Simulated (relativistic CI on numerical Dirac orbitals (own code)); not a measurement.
Method of calculation: Dirac-Coulomb-Breit CI, orbitals from a KLI potential per configuration, model QED, unscaled Slater integrals (own radial code, finite nucleus).

Configurations in the expansion (outside the closed core [Ne]): 3s²3p⁶3d⁷, 3s²3p⁵3d⁸, 3s²3p⁴3d⁹, 3s3p⁶3d⁸, 3p⁶3d⁹, 3s3p⁵3d⁹, 3s²3p⁶3d⁶4s, 3s²3p⁶3d⁶4p, 3s²3p⁶3d⁶4d, 3s²3p⁴3d⁸4s, 3s²3p⁶3d⁶4f, 3s²3p⁵3d⁷4s, 3s²3p⁴3d⁸4p, 3s²3p⁵3d⁷4p, 3s²3p⁶3d⁵4s², 3s²3p⁴3d⁸4d, 3s3p⁵3d⁸4s, 3s²3p⁶3d⁵4s4p, 3s3p⁵3d⁸4p, 3s²3p⁶3d⁶5s, 3s²3p⁵3d⁷4d, 3s3p⁶3d⁷4s, 3s²3p⁶3d⁵4p², 3s²3p⁶3d⁶5p, 3s²3p⁶3d⁵4s4d, 3s3p⁵3d⁸4d, 3p⁶3d⁸4s, 3s²3p⁶3d⁶5d, 3s3p⁶3d⁷4p, 3s²3p⁵3d⁶4s², 3p⁶3d⁸4p, 3s²3p⁶3d⁶5f, 3s²3p⁶3d⁶5g, 3s3p⁶3d⁷4d, 3s²3p⁶3d⁶6p. Levels of other configurations are missing.

At this charge energies of transitions that change n are usually good to better than 1 %, and those within a shell (Δn = 0) to a few per cent. Terms inside the open d or f shell come out 10 to 20 % too wide with unscaled integrals.

Outline of the computed level scheme of Sb XXVII. Lowest level of each configuration: 3s²3p⁶3d⁷ ⁴F9/2 at 0.000 eV; 3s²3p⁵3d⁸ ⁴G°11/2 at 208.554 eV.

Some strong electric-dipole decays among the lowest 45 levels: 3s²3p⁵3d⁸ ⁴D°7/2 → 3s²3p⁶3d⁷ ⁴F9/2 (5.6e+11 s⁻¹); 3s²3p⁵3d⁸ ²G°7/2 → 3s²3p⁶3d⁷ ²G9/2 (3.8e+11 s⁻¹); 3s²3p⁵3d⁸ ²S°1/2 → 3s²3p⁶3d⁷ ²P3/2 (3.5e+11 s⁻¹); 3s²3p⁵3d⁸ ⁴P°3/2 → 3s²3p⁶3d⁷ ⁴F5/2 (2.9e+11 s⁻¹); 3s²3p⁵3d⁸ ⁴D°5/2 → 3s²3p⁶3d⁷ ⁴F7/2 (2.8e+11 s⁻¹); 3s²3p⁵3d⁸ ²G°9/2 → 3s²3p⁶3d⁷ ²H11/2 (2.6e+11 s⁻¹); 3s²3p⁵3d⁸ ⁴F°5/2 → 3s²3p⁶3d⁷ ⁴F7/2 (2.5e+11 s⁻¹); 3s²3p⁵3d⁸ ⁴G°9/2 → 3s²3p⁶3d⁷ ⁴F9/2 (2.5e+11 s⁻¹).

LS names give the leading component of a level, which can be under half, so a name can repeat, a term be missing and a line seem to break the LS rules.
